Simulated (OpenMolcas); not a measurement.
V3+ among 8 point charges of -1.28 e arranged as a cube (Oh), 1.76 Å from the ion.
```
   1.0161    1.0161    1.0161  -1.28
   1.0161    1.0161   -1.0161  -1.28
   1.0161   -1.0161    1.0161  -1.28
   1.0161   -1.0161   -1.0161  -1.28
  -1.0161    1.0161    1.0161  -1.28
  -1.0161    1.0161   -1.0161  -1.28
  -1.0161   -1.0161    1.0161  -1.28
  -1.0161   -1.0161   -1.0161  -1.28
```

```
Program             : OpenMolcas
Method              : SS-CASPT2, IPEA 0.25 Eh, imaginary shift 0.1 Eh (closed shells correlated: 3s 3p)
Basis               : ANO-RCC-VDZP [5s4p2d1f]
Scalar Hamiltonian  : DKH2, point nucleus
Active space        : 2 electrons in 5 orbitals (3d)
State averaging     : 2S+1 = 3 even, 10 roots; 2S+1 = 1 even, 15 roots
Spin-orbit coupling : RASSI with atomic mean-field integrals over the reference wave functions
```

Q: What is the spin-free ground state (labels of O, the rotations of Oh)?

A: 3A2, 1-fold in its orbital part, 100 % from free-ion F terms; it has the highest spin that d2 allows.

Q: Where is the first state of the same spin?

A: 3T2 at 6320 cm-1 above the ground state.

Q: What are the lowest two levels with spin-orbit coupling?

A: A 3-fold level T2, then a 1-fold level A2 6230 cm-1 above it. Their leading multiplicities are 3 (100 %) and 3 (100 %).

Q: What is χT at 300 K, and how does it compare with the textbook value?

A: The lowest level has 2S+1 = 3, for which the spin-only value is χT = S(S+1) / 2 = 1.000 cm3 K/mol (g = 2). The computed 0.969 at 300 K differs by -0.031, through orbital momentum, spin-orbit coupling and any other state in reach.

Roots that are degenerate in the reference are averaged as groups; the widest CASPT2 spread within a group is 410 cm-1 (the 3-fold group of multiplicity 1 near 18400 cm-1 above the lowest state of its run). Shifts and gaps below about the spread of the groups concerned are not significant. Free-ion shares, where given, are those of the reference states; single-state CASPT2 does not remix them. This is an electrostatic model: the charges have no orbitals. No measured value stands beside these numbers.
